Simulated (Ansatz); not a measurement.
Input file for Ansatz (a quantum-chemistry and plane-wave program): R-PBE0/def2-TZVPP on BeHI (SMILES [BeH][I]). Elements past Kr take the def2 small-core potentials; no spin–orbit coupling.

Ansatz 0.2 input:
```yaml
crystal:
  periodic: [false, false, false]
  atoms:
    - {symbol: Be, position_ang: [-0.00000000, -0.00000000, -1.96187429]}
    - {symbol: H, position_ang: [-0.00000000, -0.00000000, -3.28469790]}
    - {symbol: I, position_ang: [0.00000000, 0.00000000, 0.21004142]}
basis:
  gaussian:
    orbitals: def2-TZVPP
hamiltonian:
  xc: {name: PBE0}
accuracy: high
relax: {f_tol: 0.0005, max_steps: 60}
scf: {lower_state_search: off}
output: {forces: true}
```

Q: What total energy does the run end on?

A: -313.0785 hartree.

Q: How many basis functions does it have, and what does it roughly cost on one machine?

A: 83 functions; very roughly 8 core-seconds.
